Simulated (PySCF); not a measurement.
Radial density of S (sulfur, neutral)

BHandHLYP, [Ne] 3s2 3p4, high-spin 3P determinant. All numbers are calculated (PySCF 2.14, the spin-free X2C one-electron Hamiltonian (Gaussian nucleus), in aug-cc-pVTZ-DK (6s5p3d2f, 50 functions)).

| r (bohr) | 4πr²ρ (e/bohr) | 4πr²(ρα − ρβ) |
| --- | --- | --- |
| 0.00210 | 0.1635 | 0.0000 |
| 0.00352 | 0.4231 | 0.0000 |
| 0.00593 | 1.069 | 0.0001 |
| 0.00997 | 2.581 | 0.0001 |
| 0.0168 | 5.742 | 0.0004 |
| 0.0282 | 11.11 | 0.0014 |
| 0.0474 | 16.94 | 0.0064 |
| 0.0798 | 17.77 | 0.0290 |
| 0.134 | 12.79 | 0.1025 |
| 0.226 | 14.14 | 0.2134 |
| 0.380 | 17.35 | 0.1490 |
| 0.639 | 7.485 | 0.0111 |
| 1.07 | 3.018 | 0.6915 |
| 1.81 | 3.186 | 1.0729 |
| 3.04 | 0.8472 | 0.3123 |
| 5.11 | 0.04938 | 0.0159 |
| 8.60 | 0.0001706 | 0.0000 |

Densities and radii are taken from the X2C orbitals without a picture-change correction, which distorts them close to the nucleus.
